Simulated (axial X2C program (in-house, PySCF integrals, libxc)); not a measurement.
# Spectroscopic constants of LiFe

All values were computed with an axial X2C code built on PySCF integrals. Spin-free means the one-electron spin-free X2C Hamiltonian; two-component (2c) means X2C with spin–orbit coupling and atomic mean-field two-electron Coulomb and Gaunt terms, so the difference of the two also holds small scalar two-electron terms. Basis: Fe dyall-cv3z [9s10p6d3f2g], Li dyall-cv3z [7s8p2d] (cores contracted in-house); Gaussian nuclei, density fitting, unrestricted open shells. Masses: Fe 55.935 u, Li 7.016 u.

State, spin-free: M_S = 3/2, Λ = 0 (beyond evenly filled blocks: σα, δ+α, δ-α); electrons by block: σα: 8, σβ: 7, π+α: 3, π+β: 3, π-α: 3, π-β: 3, δ+α: 1, δ-α: 1. Fragments: Fe + Li.

State, 2c: Ω = 3/2 (⟨Sz⟩ = 1.50, ⟨Lz⟩ = 0.00 at PBE0); electrons by block: 1/2: 11, -1/2: 10, 3/2: 3, -3/2: 4, 5/2: 1. Fragments: Fe + Li.

| Hamiltonian | level | Re (Å) | ωe (cm⁻¹) | ωexe (cm⁻¹) | αe (cm⁻¹) | De (eV) | D0 (eV) | μ (D) |
| --- | --- | --- | --- | --- | --- | --- | --- | --- |
| spin-free | PBE0 | 2.329 | 377.1 | 2.24 | 0.00429 | 0.749 | 0.725 | 3.25 |
| spin-free | TPSSh | 2.327 | 384.0 | 2.26 | 0.00424 | 1.22 | 1.20 | 3.12 |
| 2c | PBE0 | 2.330 | 376.8 | 2.24 | 0.00429 | n/a | n/a | 3.25 |
| 2c | TPSSh | 2.327 | 383.7 | 2.26 | 0.00424 | n/a | n/a | 3.12 |

Dipoles are positive if Li is the positive end.

One determinant describes the state; a PBE0 search over occupations chose it and may have missed a lower one. Dissociation energies refer to the lowest single-determinant-based atoms at the same level and basis. De is not given where an atomic determinant may have missed its ground term or J level, or where the truncated virtual space spoils (T). Density functionals use the spin component along the axis (collinear). Other states lie close and PBE0, whose exact exchange favours high spin, may order them wrongly; the determinant shown need not be the ground state. The nearest other spin-free determinant of the search, M_S = 3/2, Λ = 2, lies 0.31 eV up at the distance of the search. Without a current term, density functionals place determinants with orbital angular momentum somewhat too high. With several unpaired electrons one determinant need not be a pure state. This is the top spin component of a Σ state; components of lower Ω are not single determinants and can lie lower. The determinant is spin-polarised beyond a pure state at some levels (its spin-free form has ⟨S²⟩ too high), which makes Re and μ there less reliable.

No reliable constants came from CCSD (spin-free), CCSD(T) (spin-free), HF (2c), HF (spin-free), MP2 (2c), MP2 (spin-free): no minimum in range, unconverged points, a curve that is not smooth, a change of character along it, or the two Hamiltonians disagreeing along it.

Rough cost a point (2c) on 1 thread(s) of a shared host, integrals apart: PBE0 0.28 s, TPSSh 0.5 s.

The whole task took 83 s on 1 thread of AMD EPYC 9R45 (Zen 5), on a shared host.
